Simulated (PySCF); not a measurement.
BH3. Atoms are numbered in the order given.

```xyz
4

B      0.0000     0.0000     0.0000
H     -1.1894     0.0000     0.0000
H      0.5947    -1.0300     0.0000
H      0.5947     1.0300     0.0000
```

Geometry: B3LYP-D3(BJ)/def2-TZVPD. The isomer is the one that the SMILES or the coordinates give; other isomers of the formula were not compared.

The numbers are results of PySCF with PBE/def2-TZVPD, not measurements.

Symmetry labels are those of the subgroup C2v that the program uses (full group D3h).

Question: List the valence orbital energies around the gap with their symmetry. (Estimate from the structure and the level; the computed values follow.)

Answer: 
| orbital | symmetry | energy (eV) |
|---|---|---|
| HOMO−3 | A1 | -177.50 |
| HOMO−2 | A1 | -12.60 |
| HOMO−1 | A1 | -8.48 |
| HOMO | B1 | -8.48 |
| LUMO | B2 | -3.05 |
| LUMO+1 | A1 | 0.11 |
| LUMO+2 | B1 | 1.95 |
| LUMO+3 | A1 | 1.95 |
